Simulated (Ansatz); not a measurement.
Coupled-cluster run, CHNZn.

```yaml
crystal:
  periodic: [false, false, false]
  atoms:
    - {symbol: C, position_ang: [-0.472614, 0.738165, -0.349374]}
    - {symbol: N, position_ang: [-1.484139, 0.210277, -0.454619]}
    - {symbol: Zn, position_ang: [1.543163, -2.242677, 1.036350]}
    - {symbol: H, position_ang: [0.469089, 1.233937, -0.252657]}
basis:
  gaussian: {orbitals: def2-SVP}
correlation: {method: ccsd_t, frozen_orbitals: {C: 1, H: 0, "N": 1, Zn: 9}}
```

```sh
$ ansatz run in.yaml --threads 2 --pin off --events-out ev --progress --plain --max-ram 4352MiB
```

Log, shortened:

```
Functional definition: HF
635 factors; integrals over basis functions are off by at most 1.2e-3 eV
mean field evaluation 1: about -50893.2181 eV, gradient 2.6e1 eV
mean field evaluation 2: about -50893.3200 eV, gradient 2.6e1 eV
mean field evaluation 4: about -50895.0875 eV, gradient 2.2e0 eV
mean field evaluation 8: about -50895.1129 eV, gradient 1.6e-1 eV
mean field -50895.11302615 eV, -1870.3609057643 hartree, gradient 1.9e-6 eV, S^2 0.000000; 0 other end points of the search recorded, 0 dependent functions left out
11 core orbitals not correlated: weight in the atoms' cores, before any rotation towards them, 1.000 or more for the frozen orbitals, at most 0.000 for the correlated occupied ones
reference -50895.11302615 eV, -1870.3609057643 hartree; 11, 11 occupied and 42, 42 virtual orbitals, 635 factors
second order -15.58258105 eV of doubles, -0.00000000 eV of singles
cycle   1  -14.86050392 eV  change    7.2e-1 eV  update   1.1e-1
cycle   2  -15.41361515 eV  change   -5.5e-1 eV  update   3.9e-2
cycle   3  -15.50541429 eV  change   -9.2e-2 eV  update   1.6e-2
cycle   4  -15.50549030 eV  change   -7.6e-5 eV  update   3.5e-3
cycle   5  -15.50931339 eV  change   -3.8e-3 eV  update   1.5e-3
cycle   6  -15.51102290 eV  change   -1.7e-3 eV  update   4.3e-4
cycle   7  -15.51139394 eV  change   -3.7e-4 eV  update   1.5e-4
cycle   8  -15.51140904 eV  change   -1.5e-5 eV  update   3.7e-5
cycle   9  -15.51141828 eV  change   -9.2e-6 eV  update   9.6e-6
perturbative correction -0.53463455 eV, -0.0196474574 hartree
Total energy: -50911.15907898 eV, -1870.9505873295 hartree
```

Run time 0.65 s (2 threads of an Arm Neoverse V2 on a shared host); peak host memory 0.13 GiB.

Correlation energy per correlated electron: -0.729 eV. T1 diagnostic: 0.0124.
